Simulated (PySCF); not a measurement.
# Radial density of C (carbon, neutral)

M06-2X, [He] 2s2 2p2, high-spin 3P determinant. Calculation: PySCF 2.14, in x2c-TZVPall (5s3p2d1f, 31 functions); the spin-free X2C one-electron Hamiltonian (Gaussian nucleus).

```json
{"r (bohr)": "0.00388", "4πr²ρ (e/bohr)": "0.02378", "4πr²(ρα − ρβ)": "0.0000"}
{"r (bohr)": "0.00653", "4πr²ρ (e/bohr)": "0.06501", "4πr²(ρα − ρβ)": "0.0001"}
{"r (bohr)": "0.0110", "4πr²ρ (e/bohr)": "0.1724", "4πr²(ρα − ρβ)": "0.0003"}
{"r (bohr)": "0.0185", "4πr²ρ (e/bohr)": "0.4435", "4πr²(ρα − ρβ)": "0.0007"}
{"r (bohr)": "0.0311", "4πr²ρ (e/bohr)": "1.074", "4πr²(ρα − ρβ)": "0.0018"}
{"r (bohr)": "0.0523", "4πr²ρ (e/bohr)": "2.357", "4πr²(ρα − ρβ)": "0.0042"}
{"r (bohr)": "0.0879", "4πr²ρ (e/bohr)": "4.364", "4πr²(ρα − ρβ)": "0.0097"}
{"r (bohr)": "0.148", "4πr²ρ (e/bohr)": "6.114", "4πr²(ρα − ρβ)": "0.0257"}
{"r (bohr)": "0.249", "4πr²ρ (e/bohr)": "5.438", "4πr²(ρα − ρβ)": "0.0842"}
{"r (bohr)": "0.419", "4πr²ρ (e/bohr)": "2.544", "4πr²(ρα − ρβ)": "0.2964"}
{"r (bohr)": "0.704", "4πr²ρ (e/bohr)": "1.643", "4πr²(ρα − ρβ)": "0.7719"}
{"r (bohr)": "1.18", "4πr²ρ (e/bohr)": "2.379", "4πr²(ρα − ρβ)": "1.1039"}
{"r (bohr)": "1.99", "4πr²ρ (e/bohr)": "1.408", "4πr²(ρα − ρβ)": "0.6676"}
{"r (bohr)": "3.35", "4πr²ρ (e/bohr)": "0.2493", "4πr²(ρα − ρβ)": "0.1418"}
{"r (bohr)": "5.63", "4πr²ρ (e/bohr)": "0.008258", "4πr²(ρα − ρβ)": "0.0063"}
```

Densities and radii are taken from the X2C orbitals without a picture-change correction, which distorts them close to the nucleus.
